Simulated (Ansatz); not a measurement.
This geometry of H2N + H7N3Si (14 atoms, charge 0, multiplicity 2) is a first-order saddle point.

All numbers below come from Ansatz 0.2.0, UKS B3LYP-D4/6-31G*.

```xyz
14
Properties=species:S:1:pos:R:3
Si -0.003 0.037 -0.002
H 0.082 -0.189 1.610
N 1.670 0.232 -0.411
H 2.356 -0.282 0.129
H 1.955 0.312 -1.381
N -0.774 1.399 -0.725
H -1.784 1.467 -0.717
H -0.330 2.307 -0.678
N -0.983 -1.308 -0.491
H -0.896 -2.177 0.021
H -1.161 -1.480 -1.474
N 0.180 -0.446 3.049
H -0.832 -0.366 3.237
H 0.525 0.494 3.298
```

(1) Which two structures does it join? (They come from a converged band through this point; their orientation in space is the band's.)

(2) How far does it lie above each of them?

Answers

(1) Bonds broken: Si1–H2. Bonds formed: H2–N12. H2N + H7N3Si becomes H3N + H6N3Si.

First end point:

```xyz
14
Properties=species:S:1:pos:R:3
Si -0.346 0.183 -0.045
H -0.855 0.282 1.362
N 1.364 0.322 0.142
H 1.767 -0.118 0.966
H 1.972 0.250 -0.665
N -0.758 1.394 -1.202
H -1.710 1.457 -1.539
H -0.316 2.302 -1.146
N -1.155 -1.235 -0.638
H -1.270 -2.021 -0.009
H -0.959 -1.558 -1.579
N 1.097 -0.551 3.045
H 0.358 -1.118 3.489
H 0.819 0.413 3.285
```

Last end point:

```xyz
14
Properties=species:S:1:pos:R:3
Si -0.224 0.149 -0.203
H -0.339 0.188 2.580
N 1.492 -0.052 -0.451
H 2.073 -0.390 0.307
H 1.964 0.686 -0.963
N -0.730 1.506 -1.177
H -1.526 1.343 -1.785
H -0.787 2.425 -0.753
N -1.010 -1.272 -0.840
H -1.870 -1.603 -0.419
H -0.408 -2.049 -1.091
N 0.115 -0.089 3.455
H 0.188 -1.105 3.418
H 1.070 0.263 3.389
```

(2) 6.3 kcal/mol above the first and 17.0 kcal/mol above the second. This is the barrier of this one path; another mechanism may lie lower.

The run took 5.3 min on 4 threads of Arm Neoverse V2, with other jobs on the host, peak memory 0.32 GiB.
